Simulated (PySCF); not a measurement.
Structure problem from calculated spectra and properties.

Formula: C2H8O2Si3.

- Dipole: 1.08 D [PBE0/pcSseg-1]
- 13C NMR: chemical shifts (computed TMS as zero) by class: 96.9 (1 C), 89.9 (1 C) ppm [GIAO PBE0/pcSseg-1]
- 1H NMR: chemical shifts (computed TMS as zero) by class: 5.26 (6 H), 4.61 (1 H), 1.73 (1 H) ppm [GIAO PBE0/pcSseg-1]
- Rotational structure: rotational constants A, B, C: 1.305, 1.272, 0.751 GHz [GFN2-xTB]
- NMR, other nuclei: isotropic shieldings of nuclei other than C and H, by class: 287 (2 O), 393 (2 Si), 417 (1 Si) ppm [GIAO PBE0/pcSseg-1]

Electronic properties: PySCF, gas phase, density fitting. Levels stand in brackets. Geometry: GFN2-xTB, one conformer, isolated molecule. NMR values are class means; diastereotopic atoms form classes of their own.

Question: Give a SMILES that accounts for the data.

Answer: Numbering: `[CH:1]#[C:2][SiH:3]([O:4][SiH3:5])[O:6][SiH3:7]`. Its formula, C2H8O2Si3, gives 2 degrees of unsaturation: 0 rings and 2 π bonds in the structure found. 2 carbons fall into 2 classes; from least to most shielded: terminal alkyne carbon [C1] (96.9 ppm), alkyne carbon [C2] (89.9 ppm). Hydrogen classes from least to most shielded: 6 H on 2 oxygen-bound silicons, Si5/Si7 (5.26 ppm), 1 H on an oxygen-bound silicon, Si3 (4.61 ppm), 1 H on a terminal alkyne carbon, C1 (1.73 ppm). The other shieldings belong to: 287 ppm, siloxane oxygen [O4/O6]; 393 ppm, oxygen-bound silicon [Si5/Si7]; 417 ppm, oxygen-bound silicon [Si3]. By its constants the optimised geometry is an asymmetric top. Structure: `C([SiH](O[SiH3])O[SiH3])#C`. Computed isomers that give other values at the same levels: `C#C[SiH2][Si](O)(O)[SiH3]` (13C chemical shifts (computed TMS as zero) by class: 105.2 (1 C), 84.8 (1 C) ppm); `C#C[Si@@H](O[SiH3])[SiH2]O` (rotational constant A: 1.725 GHz; this holds for the one conformer computed); `C#C[SiH2]O[SiH2][SiH2]O` (13C chemical shifts (computed TMS as zero) by class: 102.7 (1 C), 88.8 (1 C) ppm). The assignments are read from this structure; whether some other isomer fits the data as well wasn't checked.

Shape of the structure used: `[CH:1]#[C:2][SiH:3]([O:4][SiH3:5])[O:6][SiH3:7]`: C2–Si3–O4–Si5 101°, C2–Si3–O6–Si7 -94°.
